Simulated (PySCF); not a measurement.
BeClH2N. Atoms are numbered in the order given.

```xyz
5

Be     0.0000     0.0000     0.5433
Cl     0.0000     0.0000    -1.2761
N      0.0000     0.0000     2.0408
H      0.0000    -0.8247     2.6173
H      0.0000     0.8247     2.6173
```

Geometry: PBE0-D3(BJ)/def2-TZVP. One conformer was computed; it need not be the lowest.

Vertical ionisation energy (IE) and electron affinity (EA) in eV. Rows of orbital energies are one-electron estimates. Where ΔSCF, EOM or ADC give a negative EA the extra electron is unbound and the value depends on the basis.

```json
[
 {"level": "−ε(HOMO), −ε(LUMO), r2SCAN/def2-TZVPD (PySCF)", "IE": "6.49", "EA": "0.44"},
 {"level": "−ε(HOMO), −ε(LUMO), B3LYP/def2-TZVPD (PySCF)", "IE": "___", "EA": "___"}
]
```

Task: What belongs in the gaps? (Estimate from the structure and the level; the computed values follow.)

Result: 
- −ε(HOMO), −ε(LUMO), B3LYP/def2-TZVPD (PySCF), IE: 7.39
- −ε(HOMO), −ε(LUMO), B3LYP/def2-TZVPD (PySCF), EA: 0.73
